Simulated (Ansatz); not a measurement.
Ideal-gas functions of BrF3Ti, SMILES `[F][Ti]([F])([F])[Br]` at 600 K and 1 bar, from an Ansatz frequency run at PBE0-D4/def2-TZVP.

Molar mass 184.76 g/mol, point group C3v (symmetry number 3), electronic degeneracy 1, moments of inertia 152.292, 403.012, 403.024 u Å². Harmonic wavenumbers (cm⁻¹, unscaled): 142, 142, 183, 207, 207, 384, 752, 810, 810.

Use S(trans) = R[1.5 ln M + 2.5 ln T − 1.1517]; rotational temperatures θ = 24.2544 K / I; S(rot) = R[ln(√π/σ · √(T³/θAθBθC)) + 1.5]; for each mode x = 1.438777 ν̃/T, S = R[x/(eˣ − 1) − ln(1 − e⁻ˣ)] and H = RT x/(eˣ − 1); 1 cm⁻¹ = 0.0119627 kJ/mol; R = 8.31446 J/(mol·K).

Problem. By hand: the entropy, in J/(mol·K).

Solution. Translation 188.5. Rotation: θ = 0.1593, 0.0602, 0.0602 K, giving 118.9. Vibration, mode by mode: 17.31, 17.31, 15.23, 14.22, 14.22, 9.29, 4.45, 3.99, 3.99, in all 100.0. Electronic 0.0. Sum 407.4 J/(mol·K).

Problem. By hand: H − E and G − E in kJ/mol, counted from the electronic energy.

Solution. Zero-point energy ½ × 3637 × 0.0119627 = 21.8; thermal vibration 28.1; translation, rotation and pV give 4 RT = 20.0. H − E = 69.9 kJ/mol, and G − E = 69.9 − 600 × 407.4/1000 = -174.5 kJ/mol.

Vibration gives 25 % of the entropy, 34.6 J/(mol·K) of it from the modes under 150 cm⁻¹: soft modes count most, and the harmonic formula is weakest for them.
